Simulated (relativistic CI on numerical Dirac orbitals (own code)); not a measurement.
Pb61+: sensitivity of the levels to the model

Base calculation: Dirac-Coulomb-Breit CI, separate exchange-only KLI orbitals for each configuration, model QED, unscaled Slater integrals.

CI space (outside the closed core [Ne]): 3s²3p⁶3d³, 3s²3p⁵3d⁴, 3s3p⁶3d⁴, 3s²3p⁶3d²4s, 3s²3p⁶3d²4p, 3s²3p⁶3d²4d, 3s²3p⁵3d³4s, 3s²3p⁶3d²4f, 3s²3p⁵3d³4p, 3s3p⁶3d³4s, 3p⁶3d⁴4p, 3s²3p⁶3d4s4p, 3s3p⁶3d³4p, 3s²3p⁶3d²5s, 3s²3p⁶3d²5p, 3s²3p⁶3d4p4d, 3s²3p⁶3d²5d, 3s²3p⁶3d²5f, 3s²3p⁶3d²5g, 3s3p⁶3d²4s4p, 3s²3p⁶3d²6s, 3p⁶3d⁵, 3p⁵3d⁶, 3p⁵3d⁵4s, 3p⁶3d⁴4s, 3p⁵3d⁴4s², 3s²3p⁶3d4s², 3s²3p⁶4s²4p, 3s²3p⁶4s²4d, 3s²3p⁶3d4s4d, 3s²3p⁶4s4p4d, 3s²3p⁶4s4d², 3s²3p⁵3d4s²4d, 3s²3p⁶3d4p², 3s²3p⁶4s4p², 3s²3p⁶4p³, 3s²3p⁶4p²4d, 3s²3p⁵3d4s4p², 3s²3p⁶3d4d², 3s²3p⁶4p4d², 3s²3p⁶4d³, 3s²3p⁵3d4s4d², 3s3p⁶3d²4s², 3s3p⁶3d4s²4p, 3s3p⁶3d4s²4d. Double excitations out of closed p, d and f shells are left out; levels of such configurations are missing from the list, as are those of other unlisted configurations, and high levels can miss mixing partners. These lack a partner that the ground configuration has and come out too high: 3s²3p⁵3d³4p.

The lowest level and the first level of each name with at least 55 % of one term (blank where a level has no safe partner in the second run):

| Level | Base (eV) | Shift (eV) |
| --- | --- | --- |
| 3s²3p⁶3d³ ²D3/2 | 0.000 | 0.000 |
| 3s²3p⁶3d³ ⁴F5/2 | 109.893 | 0.000 |
| 3s²3p⁶3d³ ⁴P1/2 | 123.542 | 0.000 |
| 3s²3p⁶3d³ ⁴F7/2 | 229.727 | 0.000 |
| 3s²3p⁶3d³ ²P1/2 | 245.417 | 0.000 |
| 3s²3p⁶3d³ ²H11/2 | 245.742 | 0.000 |
| 3s²3p⁶3d³ ²F7/2 | 257.301 | 0.000 |
| 3s²3p⁵3d⁴ ²I°13/2 | 574.336 | +0.447 |

At this charge energies of transitions that change n are usually good to better than 1 %, and those within a shell (Δn = 0) to a few per cent.

Question: One thing was changed in a second run, which moved the levels as shown. Which?
A. configuration mixing switched off
B. Breit term removed
C. P86 correlation estimate
D. QED terms removed

Answer: C. P86 correlation estimate. A correlation estimate moves all levels of a configuration together before mixing; mixed levels move by a weighted share.

LS names give the leading component of a level, which can be under half, so a name can repeat, a term be missing and a line seem to break the LS rules.
